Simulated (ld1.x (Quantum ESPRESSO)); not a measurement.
**LDA (PZ) ultrasoft dataset for oxygen, non-relativistic all-electron reference.**

Input for ld1.x (Quantum ESPRESSO) 7.5:

```
&input
   title='O', zed=8., rel=0, dft='PZ', iswitch=3,
   config='[He] 2s2 2p2',
   nld=2, rlderiv=1.05, eminld=-6.0, emaxld=5.0, deld=0.02
 /
 &inputp
   pseudotype=3, tm=.true., lloc=-2, rcloc=0.70,
   nlcc=.true., new_core_ps=.true., rcore=0.45,
   which_augfun='PSQ', rmatch_augfun=0.50,
   file_pseudopw='O.UPF', file_wfcaegen='ae.wfc', file_wfcncgen='nc.wfc', file_beta='beta', file_chi='chi', file_wfcusgen='us.wfc'
 /
4
2S  1  0   2.00   0.00  0.60  0.70  0.0
2S  1  0   0.00   0.95  0.60  0.70  0.0
2P  2  1   2.00   0.00  0.70  0.95  0.0
2P  2  1   0.00  -1.25  0.70  0.95  0.0
 &test
   configts(1)='2s2 2p2'
 /
```

Command:

```bash
ld1.x < O.in > O.out
```

The program printed (shortened: banner, matrices, multipoles, cross overlaps and the repeated all-electron block are left out):

```
Program LD1 v.7.5
     --------------------------- All-electron run ----------------------------

     O

     atomic number is  8.00
     dft =PZ   lsd =0 sic =0 latt =0  beta=0.20 tr2=1.0E-14
     Exchange-correlation= PZ
                           (   1   1   0   0   0   0   0)
     mesh =1095 r(mesh) =  99.04343 a.u. xmin = -7.00 dx = 0.01250
     1 Ry =  13.60569312 eV

     n l     nl                  e(Ry)          e(Ha)          e(eV)
     1 0     1S 1( 2.00)       -40.6771       -20.3385      -553.4399
     2 0     2S 1( 2.00)        -4.2597        -2.1299       -57.9566
     2 1     2P 1( 2.00)        -3.1865        -1.5933       -43.3550

     final scf error:  5.0E-15 reached in  32 iterations

     Etot =    -145.241149 Ry,     -72.620574 Ha,   -1976.106497 eV

     Ekin =     144.665027 Ry,      72.332513 Ha,    1968.267963 eV
     Encl =    -329.689685 Ry,    -164.844843 Ha,   -4485.656684 eV
     Eh   =      53.311986 Ry,      26.655993 Ha,     725.346524 eV
     Exc  =     -13.528477 Ry,      -6.764238 Ha,    -184.064300 eV

     normalization and overlap integrals

     s(1S/1S) =  1.000000  <r> =   0.2007  <r2> =    0.0544  r(max) =   0.1298
     s(2S/2S) =  1.000000  <r> =   1.0347  <r2> =    1.2734  r(max) =   0.8357
     s(2P/2P) =  1.000000  <r> =   1.0008  <r2> =    1.2509  r(max) =   0.7375

     ------------------------ End of All-electron run ------------------------

     --------------------- Generating US pseudopotential ---------------------

      Generating local potential from pseudized AE potential:
      Matching radius rcloc =   0.7000
      Enforcing V''(0)=0 (lloc=-2)

      Local pseudo, rcloc= 0.702 Estimated cut-off energy=    59.52 Ry

      Computing core charge for nlcc:

       r > 0.45 : true rho core
      Core charge pseudized with two Bessel functions
      Integrated core pseudo-charge :   0.87
      Wfc-us  2S rcutus= 0.702  Estimated cut-off energy=    86.28 Ry
      Wfc-us  2S rcutus= 0.702  Estimated cut-off energy=    94.22 Ry
      Wfc-us  2P rcutus= 0.947  Estimated cut-off energy=    85.49 Ry
      Wfc-us  2P rcutus= 0.947  Estimated cut-off energy=    92.29 Ry

     Q pseudized with Bessel functions
     Expected ecutrho=    1200.0641 due to l1=  0   l2=  1

     ------------------- End of pseudopotential generation -------------------

     Computing logarithmic derivative in   1.05319
     Computing logarithmic derivative in   1.05319
     Computing the partial wave expansion
     R is outside the sphere for l=    0 j= 0.00
     R is outside the sphere for l=    0 j= 0.00
     R is outside the sphere for l=    1 j= 0.00
     R is outside the sphere for l=    1 j= 0.00

     ---------------------- Testing the pseudopotential ----------------------

     O

     atomic number is  8.00   valence charge is  6.00
     dft =PZ   lsd =0 sic =0 latt =0  beta=0.20 tr2=1.0E-14
     mesh =1095 r(mesh) =  99.04343 xmin = -7.00 dx = 0.01250

     n l     nl             e AE (Ry)        e PS (Ry)    De AE-PS (Ry)
     1 0     2S   1( 2.00)       -4.25973       -4.25973        0.00000
     2 1     2P   1( 2.00)       -3.18653       -3.18653        0.00000

     eps = 1.2E-24  iter =  1

     Etot =    -145.241149 Ry,     -72.620574 Ha,   -1976.106497 eV
     Etotps =   -29.940955 Ry,     -14.970478 Ha,    -407.367451 eV

     Ekin =      15.040262 Ry,       7.520131 Ha,     204.633194 eV
     Encl =     -55.132448 Ry,     -27.566224 Ha,    -750.115164 eV
     Ehrt =      14.288864 Ry,       7.144432 Ha,     194.409895 eV
     Ecxc =      -6.759160 Ry,      -3.379580 Ha,     -91.963054 eV
     (Ecc =      -1.961536 Ry,      -0.980768 Ha,     -26.688061 eV)
     Epseu=       2.621526 Ry,       1.310763 Ha,      35.667679 eV

     ---------------------- End of pseudopotential test ----------------------
```

Generation and configuration tests took about 0.99 s on one core of a shared server CPU.

Transferability test of the new file with ld1.x, input:

```
&input
   title='O', zed=8., rel=0, dft='PZ', iswitch=2,
   config='[He] 2s2 2p2'
 /
 &test
   file_pseudo='O.UPF', nconf=10,
   configts(1)='2s2 2p2',
   configts(2)='2s2 2p4',
   configts(3)='2s2 2p3',
   configts(4)='2s2 2p1',
   configts(5)='2s2 2p0',
   configts(6)='2s1 2p4',
   configts(7)='2s0 2p6',
   configts(8)='2s2 2p3.5',
   configts(9)='2s2 2p2', lsdts(9)=1,
   configts(10)='2s2 2p4', lsdts(10)=1
 /
```

```bash
ld1.x < O.test.in > O.test.out
```

Pseudopotential blocks of its output, shortened (energy terms left out):

```
     ---------------------- Testing the pseudopotential ----------------------

     n l     nl             e AE (Ry)        e PS (Ry)    De AE-PS (Ry)
     1 0     2S   1( 2.00)       -4.25973       -4.25973        0.00000
     2 1     2P   1( 2.00)       -3.18653       -3.18653        0.00000

     eps = 3.5E-24  iter =  1

     Etot =    -145.241149 Ry,     -72.620574 Ha,   -1976.106497 eV
     Etotps =   -29.940955 Ry,     -14.970478 Ha,    -407.367451 eV

     ---------------------- End of pseudopotential test ----------------------

          ---------------------- Testing the pseudopotential ----------------------

     n l     nl             e AE (Ry)        e PS (Ry)    De AE-PS (Ry)
     1 0     2S   1( 2.00)       -1.74241       -1.74200       -0.00041
     2 1     2P   1( 4.00)       -0.67659       -0.67664        0.00005

     eps = 2.1E-17  iter = 10

     Etot =    -148.938663 Ry,     -74.469332 Ha,   -2026.413745 eV
     Etotps =   -33.638471 Ry,     -16.819236 Ha,    -457.674715 eV
     dEtot_ae =      -3.697515 Ry
     dEtot_ps =      -3.697516 Ry,   Delta E=       0.000001 Ry

     ---------------------- End of pseudopotential test ----------------------

          ---------------------- Testing the pseudopotential ----------------------

     n l     nl             e AE (Ry)        e PS (Ry)    De AE-PS (Ry)
     1 0     2S   1( 2.00)       -2.89182       -2.89159       -0.00023
     2 1     2P   1( 3.00)       -1.80766       -1.80765       -0.00001

     eps = 2.9E-15  iter =  7

     Etot =    -147.719198 Ry,     -73.859599 Ha,   -2009.822082 eV
     Etotps =   -32.418986 Ry,     -16.209493 Ha,    -441.082769 eV
     dEtot_ae =      -2.478050 Ry
     dEtot_ps =      -2.478030 Ry,   Delta E=      -0.000020 Ry

     ---------------------- End of pseudopotential test ----------------------

          ---------------------- Testing the pseudopotential ----------------------

     n l     nl             e AE (Ry)        e PS (Ry)    De AE-PS (Ry)
     1 0     2S   1( 2.00)       -5.80851       -5.80883        0.00031
     2 1     2P   1( 1.00)       -4.78011       -4.78032        0.00022

     eps = 6.5E-15  iter =  5

     Etot =    -141.274634 Ry,     -70.637317 Ha,   -1922.139321 eV
     Etotps =   -25.974349 Ry,     -12.987175 Ha,    -353.399022 eV
     dEtot_ae =       3.966514 Ry
     dEtot_ps =       3.966606 Ry,   Delta E=      -0.000092 Ry

     ---------------------- End of pseudopotential test ----------------------

          ---------------------- Testing the pseudopotential ----------------------

     n l     nl             e AE (Ry)        e PS (Ry)    De AE-PS (Ry)
     1 0     2S   1( 2.00)       -7.50911       -7.50965        0.00054
     2 1     2P   1( 0.00)       -6.55987       -6.56031        0.00045

     eps = 5.5E-15  iter =  5

     Etot =    -135.618725 Ry,     -67.809363 Ha,   -1845.186757 eV
     Etotps =   -20.318080 Ry,     -10.159040 Ha,    -276.441557 eV
     dEtot_ae =       9.622423 Ry
     dEtot_ps =       9.622876 Ry,   Delta E=      -0.000452 Ry

     ---------------------- End of pseudopotential test ----------------------

          ---------------------- Testing the pseudopotential ----------------------

     n l     nl             e AE (Ry)        e PS (Ry)    De AE-PS (Ry)
     1 0     2S   1( 1.00)       -2.90181       -2.89931       -0.00250
     2 1     2P   1( 4.00)       -1.81333       -1.81336        0.00003

     eps = 4.8E-15  iter =  7

     Etot =    -146.632879 Ry,     -73.316440 Ha,   -1995.041959 eV
     Etotps =   -31.334043 Ry,     -15.667021 Ha,    -426.321372 eV
     dEtot_ae =      -1.391731 Ry
     dEtot_ps =      -1.393088 Ry,   Delta E=       0.001357 Ry

     ---------------------- End of pseudopotential test ----------------------

          ---------------------- Testing the pseudopotential ----------------------

     n l     nl             e AE (Ry)        e PS (Ry)    De AE-PS (Ry)
     1 0     2S   1( 0.00)       -1.80761       -1.80315       -0.00446
     2 1     2P   1( 6.00)       -0.73311       -0.73309       -0.00002

     eps = 2.0E-16  iter = 10

     Etot =    -146.798328 Ry,     -73.399164 Ha,   -1997.293006 eV
     Etotps =   -31.503018 Ry,     -15.751509 Ha,    -428.620400 eV
     dEtot_ae =      -1.557180 Ry
     dEtot_ps =      -1.562063 Ry,   Delta E=       0.004883 Ry

     ---------------------- End of pseudopotential test ----------------------

          ---------------------- Testing the pseudopotential ----------------------

     n l     nl             e AE (Ry)        e PS (Ry)    De AE-PS (Ry)
     1 0     2S   1( 2.00)       -2.28636       -2.28604       -0.00033
     2 1     2P   1( 3.50)       -1.20819       -1.20821        0.00002

     eps = 3.6E-16  iter =  9

     Etot =    -148.470484 Ry,     -74.235242 Ha,   -2020.043838 eV
     Etotps =   -33.170273 Ry,     -16.585136 Ha,    -451.304550 eV
     dEtot_ae =      -3.229335 Ry
     dEtot_ps =      -3.229317 Ry,   Delta E=      -0.000018 Ry

     ---------------------- End of pseudopotential test ----------------------

          ---------------------- Testing the pseudopotential ----------------------

     n l     nl             e AE (Ry)        e PS (Ry)    De AE-PS (Ry)
     1 0     2S   1( 1.00)       -4.37866       -4.38041        0.00175
     2 1     2P   1( 2.00)       -3.31280       -3.31339        0.00059
     1 0     2S   2( 1.00)       -4.06273       -4.06046       -0.00227
     2 1     2P   2( 0.00)       -2.97847       -2.97718       -0.00129

     eps = 5.6E-15  iter =  7

     Etot =    -145.405332 Ry,     -72.702666 Ha,   -1978.340325 eV
     Etotps =   -30.106099 Ry,     -15.053049 Ha,    -409.614340 eV
     dEtot_ae =      -0.164183 Ry
     dEtot_ps =      -0.165143 Ry,   Delta E=       0.000960 Ry

     ---------------------- End of pseudopotential test ----------------------

          ---------------------- Testing the pseudopotential ----------------------

     n l     nl             e AE (Ry)        e PS (Ry)    De AE-PS (Ry)
     1 0     2S   1( 1.00)       -1.82646       -1.82717        0.00071
     2 1     2P   1( 3.00)       -0.75788       -0.75830        0.00042
     1 0     2S   2( 1.00)       -1.60904       -1.60726       -0.00178
     2 1     2P   2( 1.00)       -0.55023       -0.54967       -0.00056

     eps = 1.6E-15  iter = 10

     Etot =    -149.042243 Ry,     -74.521121 Ha,   -2027.823017 eV
     Etotps =   -33.742556 Ry,     -16.871278 Ha,    -459.090866 eV
     dEtot_ae =      -3.801094 Ry
     dEtot_ps =      -3.801601 Ry,   Delta E=       0.000507 Ry

     ---------------------- End of pseudopotential test ----------------------
```
